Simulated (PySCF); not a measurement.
PySCF input file for C₃H₈OSi, SMILES [C@H]1(C[C@@H]1O)[SiH3], SMD-B3LYP/6-31G*. Geometry: r2SCAN-D4/def2-SVP. The structure was generated by enumeration; whether it is a known compound was not checked. One conformer was computed; it need not be the lowest.

```python
import numpy as np
from pyscf import gto, scf, dft
from pyscf.solvent import smd

mol = gto.M(
    atom='''
    O    -0.55231859    1.66667464    0.21392499
    C    -1.04859584    0.44365182    0.66799830
    C    -1.44763058   -0.60468068   -0.32503656
    C    -0.14074301   -0.72913622    0.45083680
    Si    1.50191184   -0.45372967   -0.41307163
    H    -1.29211108    2.17744249   -0.14117384
    H    -1.60068992    0.48903088    1.61954167
    H    -2.26816636   -1.28445965   -0.07405697
    H    -1.37939478   -0.33464169   -1.38471282
    H    -0.13298917   -1.47881258    1.25201730
    H     2.16398691   -1.78033957   -0.61864686
    H     1.30445970    0.17769703   -1.75063253
    H     2.41850434    0.39389193    0.40647581
    ''',
    basis='6-31G*',
    charge=0,
    spin=0,
    max_memory=1600,
    verbose=3,
)
mf = dft.RKS(mol, xc='b3lyp').density_fit(auxbasis='def2-universal-jkfit')
mf.grids.level = 3
mf.conv_tol = 1e-9
mf.max_cycle = 100
mf.kernel()
res = {}
for name in ['water', 'dichloromethane', 'dimethylsulfoxide']:
    s = mf.SMD()
    s.with_solvent.solvent, s.with_solvent.sasa_ng = name, 194
    s.kernel(mf.make_rdm1())
    res[name] = (s.e_tot, s.with_solvent.get_cds(), s.dip_moment(), s.mo_energy, s.converged)
    print(f'SMD {name}: dG(solv) = {(s.e_tot - mf.e_tot) * 627.509474:.3f} kcal/mol, of which CDS {res[name][1] * 627.509474:.3f}')
```

Output:

```
converged SCF energy = -483.792976818838
converged SCF energy = -483.798074336445
Dipole moment(X, Y, Z, Debye): -3.11726, -0.15320,  0.25982
SMD water: dG(solv) = -3.199 kcal/mol, of which CDS 3.459
converged SCF energy = -483.801370508277
Dipole moment(X, Y, Z, Debye): -2.89223, -0.06562,  0.27104
SMD dichloromethane: dG(solv) = -5.267 kcal/mol, of which CDS -1.571
converged SCF energy = -483.799283166919
Dipole moment(X, Y, Z, Debye): -2.94785, -0.10411,  0.30171
SMD dimethylsulfoxide: dG(solv) = -3.957 kcal/mol, of which CDS -0.364
```

Self-consistency was reached.
